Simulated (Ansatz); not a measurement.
Gas-phase electronic energies from Ansatz, PBE0-D4/def2-TZVP geometries. CBS: MP2 limit from def2 TZ/QZ plus the TZ coupled-cluster correction, frozen cores. Functionals use def2-TZVPP. For Ge outer-core shells are correlated without core-valence functions, which leaves a few kJ/mol of doubt a bond. Scalar relativity is left out up to krypton. Each species was taken in one conformer, which may not be the lowest.

`O[SiH2][GeH2][OH]` + `O[SiH](O)S` → `O[SiH2]S[SiH](O)O` + `[OH][GeH3]`  (cleavage of the Si–Ge bond)

| level | ΔE (eV) |
| --- | --- |
| r2SCAN-D4 | -0.85 |
| B2PLYP | -0.79 |
| r2SCAN | -0.84 |
| HF/def2-TZVPP | -0.78 |

Task: What does CCSD(T)/CBS give? (Best estimate.)

Result: Computed: -0.83 eV. The listed levels differ from it by -0.02, 0.04, -0.01, 0.05 eV.

Largest T1 diagnostic among the species: 0.012.

The D4 term adds −0.09 eV with B3LYP and −0.05 eV with PBE0; it sums over pairs of atoms, weighted by their polarisabilities, and B3LYP, whose exchange is more repulsive, gets the larger term. From PBE to PBE0 (25 % exact exchange), in def2-TZVPP and without D4, ΔE moves by −0.04 eV.

B3LYP here is the variant with VWN-RPA as its local correlation; programs differ in this.
